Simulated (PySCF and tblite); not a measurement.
The numbers below are computed, except where a source is named.
C₉H₁₄O, numbered as in [O:1]=[C:2]1[CH2:3][CH2:4][CH:5]([CH:6]2[CH2:7][CH2:8]2)[CH2:9][CH2:10]1.

Search: ETKDG and KDG, MMFF94s, GFN2-xTB, 90 starts; geometries at GFN2-xTB. Energies: PBE0-D3(BJ)/pcSseg-1 (IEF-PCM, acetonitrile), with GFN2-xTB thermal terms (modes under about 100 cm⁻¹ blended into free rotors). Symmetry numbers and mirror images are counted. Conformers within 3 kcal/mol (GFN2-xTB free energy) were kept, 7 at most. GIAO shieldings: PBE0/pcSseg-1 (IEF-PCM, acetonitrile). Shifts are against TMS (¹H), TMS (¹³C) at the same level; of two unlike H on one atom, a is the less shielded. Run with PySCF (density fitting) and tblite.

Problem. Predict the averaged NMR shifts at 298.15 K.

Solution. ¹H: 2.49 (H3a/H10a, 2H), 2.38 (H3b/H10b, 2H), 2.18 (H4a/H9a, 2H), 1.72 (H4b/H9b, 2H), 0.78 (H5, 1H), 0.71 (H6, 1H), 0.52 (H7a/H8a, 2H), 0.22 (H7b/H8b, 2H) ppm. ¹³C: 224.3 (C2), 46.0 (C5), 45.7 (C3/C10), 38.0 (C4/C9), 19.1 (C6), 5.8 (C7/C8) ppm.

Problem. How do the conformers differ?

Solution. Torsions listed: C4–C5–C6–C7. The 6-ring runs over atoms 2–3–4–5–9–10. Of a mirror pair one member is shown.
```
conformer                                                              shape  weight %
        1                   6-ring chair (all substituents equatorial); 154°      73.0
        2                                      6-ring chair (C6 axial); 153°      20.5
        3                    6-ring chair (all substituents equatorial); 26°       5.6
        4  6-ring twist-boat (ring torsions -63, 31, 29, -62, 30, 30°); 152°       0.9
```

```
  signal      1      2      3      4  average
H3a/H10a   2.58   2.16   2.66   2.30     2.49
H3b/H10b   2.23   2.94   2.19   2.44     2.38
 H4a/H9a   2.26   1.97   1.96   2.08     2.18
 H4b/H9b   1.62   2.21   1.23   1.73     1.72
      H5   0.68   0.74   2.27   0.91     0.78
      H6   0.48   1.43   1.06   0.83     0.71
 H7a/H8a   0.50   0.63   0.32   0.50     0.52
 H7b/H8b   0.21   0.25   0.27   0.18     0.22
      C2  224.3  224.4  224.3  227.4    224.3
  C3/C10   46.5   42.9   46.0   40.9     45.7
   C4/C9   38.8   36.6   35.1   28.9     38.0
      C5   47.5   43.0   38.9   40.1     46.0
      C6   20.2   14.9   19.1   21.6     19.1
   C7/C8    5.9    6.6    1.7    6.0      5.8
```

Problem. Which signal moves most, for its nucleus, between 250 and 373.15 K through the change of populations alone?

Solution. H5: 0.74 ppm at 250 K, 0.76 ppm at 273.15 K, 0.78 ppm at 298.15 K, 0.80 ppm at 323.15 K, 0.85 ppm at 373.15 K.

Shifts are unscaled: against experiment ¹³C can be off by 15 ppm or more and ¹H by 0.8 ppm.
